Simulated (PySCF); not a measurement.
C4H9FSi, SMILES CC[SiH2]/C=C\F.

Geometry: PBE-D3(BJ)/def2-SVP. The structure was generated by enumeration; whether it is a known compound was not checked. Other conformers were not sampled.

Method: PBE/def2-TZVP (PySCF).

Isolated molecule, no solvent.

```
Item                                                                                                            Result
---------------------------------------------------------------------------------------------  -----------------------
total energy                                                                                        -546.79991 hartree
highest occupied level                                                                                        -6.40 eV
lowest empty level                                                                                            -1.39 eV
orbital gap                                                                                                    5.01 eV
dipole moment                                                                                                   1.85 D
quadrupole, principal values (traceless, Buckingham form, about the centre of nuclear charge)   -3.42, -2.73, 6.14 D·Å
mean static polarisability                                                                       79.8 bohr³ (11.82 Å³)
polarisability, principal values                                                               61.5, 73.1, 104.7 bohr³
```
